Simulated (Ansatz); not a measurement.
Basis-set extrapolation for `CC(=O)[SiH2][SiH3]` (PBE0-D4/def2-TZVP geometry, frozen core, the Gaussian-basis code of Ansatz). Multiplicity 1, RHF reference.

|  | def2-TZVPP | def2-QZVPP |
| --- | --- | --- |
| HF | -733.186039 | -733.211069 |
| MP2 correlation | -0.811591 | -0.869622 |
| CCSD(T) correlation | -0.906258 | not run |

Energies in hartree. Use E(X) = E(∞) + A·exp(−7.88·√X) for Hartree–Fock and E(X) = E(∞) + B·X^(−2.97) for correlation, with X = 3 and 4, and add CCSD(T) minus MP2 of the smaller set to the MP2 limit.

Problem. What is the CCSD(T) energy at the basis-set limit?

Solution. HF limit: -733.211069 + (-0.025030) × 0.13774 = -733.21452. MP2 limit: -0.869622 + (-0.058031) × 0.74074 = -0.91261. Higher-order term: -0.906258 − (-0.811591) = -0.09467. Total: -734.22180 hartree, 81.3 kcal/mol below CCSD(T)/def2-TZVPP.
